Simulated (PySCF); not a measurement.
disilazane (H7NSi2), SMILES [SiH3]N[SiH3].

Geometry optimised at PBE-D3(BJ)/def2-SVP.

Computed with TDA-PBE/def2-SVPD (PySCF 2.14.0).

Vertical excitations.  State labels are in the subgroup Cs.

Question: Give excitation energies, oscillator strengths and character. (An estimate is asked for; the answer gives what the named calculation found.)

Answer: 
```csv
state,symmetry,energy (eV),λ (nm),f,main pairs
S1,A',5.30,234,0.003,HOMO→LUMO 99 %
S2,A',6.20,200,0.031,HOMO→LUMO+1 99 %
S3,A',6.53,190,0.006,HOMO→LUMO+2 94 %
S4,A",6.56,189,0.001,HOMO→LUMO+3 100 %
S5,A",6.81,182,0.012,HOMO→LUMO+4 97 %
S6,A',6.95,178,0.002,HOMO→LUMO+5 94 %
S7,A",7.16,173,0.002,"HOMO−1→LUMO 72 %, HOMO→LUMO+6 25 %"
S8,A",7.18,173,0.015,"HOMO→LUMO+6 68 %, HOMO−1→LUMO 27 %"
S9,A",7.32,169,0.002,HOMO−2→LUMO 98 %
S10,A',7.39,168,0.005,HOMO→LUMO+7 99 %
T1,A',5.01,248,0,HOMO→LUMO 100 %
T2,A',5.98,207,0,HOMO→LUMO+1 99 %
T3,A',6.23,199,0,HOMO→LUMO+2 99 %
T4,A",6.47,192,0,HOMO→LUMO+3 99 %
```
Triplets are in the Tamm–Dancoff approximation.
